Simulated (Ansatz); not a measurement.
Problem. Name a neutral molecule of C, F, Si and H with HOMO energy (ωB97M-V/def2-TZVPP) between -10.75 and -10.45 eV and size of the dipole moment (PBE/def2-TZVPP) between 0.00 and 0.30 D (Ansatz, PBE0-D4/def2-TZVP geometry).

Solution. `FC#C[SiH3]` (-10.45 eV, 0.18 D). Other molecules can fit too; these were computed, each in one conformer that needn't be the lowest.
